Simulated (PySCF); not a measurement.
**How methods differ on the excitation energy of B**

B [He] 2s2 2p1 (2P) → B [He] 2s2 3d1 (2D), as a difference of total energies. Computed with PySCF 2.14 in aug-cc-pwCVTZ (7s6p4d2f, 59 functions), with the non-relativistic Hamiltonian (point nucleus). Correlated levels: valence and next inner shell: nothing frozen. The calculations carry no spin-orbit coupling.

| method | excitation energy (eV) | error (eV) |
| --- | --- | --- |
| UHF | 7.924 | +1.135 |
| MP2 (valence and next inner shell) | 7.986 | +1.197 |
| SCS-MP2 (valence and next inner shell) | 7.966 | +1.177 |
| CCSD (valence and next inner shell) | 8.240 | +1.451 |
| CCSD(T) (valence and next inner shell) | 8.104 | +1.315 |

Reference: 6.789 eV (measured; NIST levels, between the centres of gravity of the two terms).

Errors of the correlated levels include the incompleteness of this basis.

The promoted electron is Rydberg-like, and one or two diffuse shells describe it only roughly, which tends to raise the upper state.

The coupled-cluster amplitudes are large for the upper state (T1 above 0.03 or a double amplitude above 0.15), so a single reference is strained.
